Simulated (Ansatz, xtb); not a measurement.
NOSbSi: where a starting geometry ends

The starting geometry of this gas-phase singlet was built from a drawn formula by distance geometry and a force field; its bonds are those of `[N]#[Sb]=[Si]=O`.

```xyz
4

N    -1.2274   -1.1993   -0.4124
O     1.2219    2.0656    3.3417
Sb   -0.4600   -0.1607    0.7740
Si    0.4986    1.1736    2.3033
```

Problem. Predict what becomes of its bonds when it is optimised with r2SCAN-D4/def2-SVP.

Solution. It falls apart into NSb + OSi. Contacts that open: Sb3–Si4 (2.24 → 4.15 Å).

The energy falls by 4.51 eV over 21 steps:

| step | E − E(last) (eV) |
| --- | --- |
| 1 | 4.508 |
| 3 | 1.316 |
| 5 | 0.448 |
| 8 | 0.226 |
| 10 | 0.215 |
| 12 | 0.205 |
| 14 | 0.129 |
| 17 | 0.019 |
| 19 | 0.000 |
| 21 | 0.000 |

Final geometry (Å):

```xyz
4

N    -1.0706   -0.8106    0.0161
O     0.6879    1.2628    2.4298
Sb    0.7316   -0.6859    0.3373
Si   -0.3158    2.1128    3.2234
```

From the same start GFN2-xTB reaches the same bonding as this run.

No frequencies were run, so the end isn't proven a minimum. Atoms past krypton carry core potentials, without spin–orbit terms. Run with Ansatz 0.2.0, 100 s on 1 thread of Intel(R) Xeon(R) Processor @ 2.50GHz (Skylake/Cascade Lake), on a shared host.
